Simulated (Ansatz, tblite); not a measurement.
Isomers of ZnSn12⁺ (doublet), found by a short tight-binding search and relaxed with PBE-D4/def2-SVP in Ansatz.

In the def2 sets Sn takes a core potential; there is no spin–orbit coupling. The xTB rows come from tblite. Correlated methods freeze 57 core orbitals; core or outer-core shells of Sn are correlated, in sets that lack core-valence functions. Single mean-field runs in def2-TZVP are fitted with def2-universal-jkfit.

Run but left out: HF/STO-3G (A: ⟨S²⟩ 2.98, where a pure state has 0.75).

A: At MP2/def2-SVP the charge 1 doublet is spin-contaminated (final ⟨S²⟩ up to 0.87, 0.75 for a pure state).

Other spin states weren't relaxed.

A:

```xyz
13

Zn    0.4588   -1.7363   -1.4092
Sn    1.5987    0.8090   -0.6087
Sn   -0.1287    2.0808   -2.8151
Sn   -1.0219   -0.9047   -3.6903
Sn   -0.0638   -1.1746    3.1098
Sn    1.9254   -0.3449   -3.4110
Sn    1.9187   -1.9166    0.9348
Sn   -2.7576    0.0986    1.8018
Sn   -0.5631    2.6711    0.6225
Sn   -1.2248   -2.5113    0.6404
Sn   -0.6512    1.6919    3.4760
Sn    2.1600    1.0398    2.2669
Sn   -1.6505    0.1973   -0.9181
```

B:

```xyz
13

Zn   -2.165   -1.309   -1.161
Sn    0.008    0.004    0.004
Sn    1.285   -1.407    2.473
Sn    0.074   -3.087   -0.064
Sn    2.796   -1.310   -0.457
Sn    2.355    1.424    1.262
Sn   -0.530    1.330    2.774
Sn   -1.936   -1.492    1.889
Sn   -0.140    3.119    0.031
Sn    1.916    1.487   -1.966
Sn   -1.320    1.337   -2.452
Sn   -2.798    1.242    0.412
Sn    0.456   -1.338   -2.746
```

C:

| atom | x (Å) | y (Å) | z (Å) |
| --- | --- | --- | --- |
| Zn1 | 3.983 | -0.726 | 0.967 |
| Sn2 | 1.965 | 1.265 | 1.489 |
| Sn3 | -0.544 | -0.322 | 0.146 |
| Sn4 | 1.581 | -2.047 | 1.543 |
| Sn5 | -0.376 | 0.009 | 3.154 |
| Sn6 | 0.167 | -2.908 | -1.267 |
| Sn7 | -0.927 | 2.643 | 1.262 |
| Sn8 | 0.809 | 2.224 | -1.368 |
| Sn9 | -2.880 | -1.436 | -1.423 |
| Sn10 | -2.472 | 1.724 | -1.441 |
| Sn11 | -0.400 | -0.195 | -3.040 |
| Sn12 | 2.317 | -0.630 | -1.383 |
| Sn13 | -3.222 | 0.400 | 1.359 |

Q: Estimate which lies lowest at each level, and how far above it the others are (eV).

A: 
| level | A | B | C |
| --- | --- | --- | --- |
| GFN1-xTB | 3.22 | 0.00 | 0.28 |
| GFN2-xTB | 2.60 | 0.00 | 0.86 |
| HF/def2-SVP | 0.00 | 0.77 | 0.69 |
| PBE-D4/def2-SVP | 0.08 | 0.00 | 0.38 |
| PBE-D4/def2-TZVP | 0.20 | 0.00 | 0.35 |
| r2SCAN-D4/def2-TZVP | 0.03 | 0.00 | 0.39 |
| B97M-V/def2-TZVP | 0.56 | 0.00 | 0.52 |
| PBE0-D4/def2-SVP | 0.13 | 0.00 | 0.42 |
| PBE0-D4/def2-TZVP | 0.25 | 0.00 | 0.42 |
| RPA@PBE/def2-SVP | 0.06 | 0.00 | 0.24 |
| MP2/def2-SVP | 1.04 | 0.00 | 0.45 |
Point groups (tolerance 0.1 Å): A Cs, B C5v, C Cs. Lower isomers may exist. From def2-SVP to def2-TZVP the PBE0 values move by up to 0.12 eV, so results in the small set are rough.
